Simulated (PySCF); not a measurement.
Gas-phase reaction: GeS + 4 H2S ⇌ GeH3 + 5 SH

Method: PySCF energies plus ideal-gas RRHO corrections (1 bar). † marks an energy on the PBE0/def2-TZVP geometry and frequencies; other levels use their own. CCSD(T) freezes the core. Open shells (unrestricted): GeH3 (multiplicity 2), SH (multiplicity 2, electronic degeneracy 4); the rest are closed-shell singlets. Spin-orbit splitting is ignored; it lowers the true energy and changes the entropy of SH. Ge: all electrons, no relativistic terms. GeH3: computed as isolated molecules; such fragments, hydroxides, amides, oligomers or adducts are transient or little studied in the gas. CCSD(T) isn't extrapolated to the basis-set limit; its ΔH°(298 K) is 819.7 kJ in def2-SVP and 863.5 kJ in def2-TZVPP. The harmonic model lacks anharmonicity and excited electronic states, which grow with temperature; levels with a mode under 35 cm⁻¹ are left out.

```csv
level,"ΔE electronic, kJ","ΔH°(298 K), kJ","ΔS°(298 K), J/K","ΔG°(1800 K), kJ"
BLYP/def2-TZVP†,903,878,161,565
CCSD(T)/def2-TZVPP†,888,863,161,550
PBE/def2-SVP,932,909,161,597
PBE0/def2-SVP†,881,856,161,543
PBE0/def2-TZVP,895,870,161,557
r2SCAN/def2-TZVP†,883,858,161,545
LDA/def2-TZVP†,1074,1050,161,736
ωB97M-V/def2-TZVP†,927,903,161,590
```
ΔH° is lowest at PBE0/def2-SVP† and highest at LDA/def2-TZVP†. No reference value is set beside these.
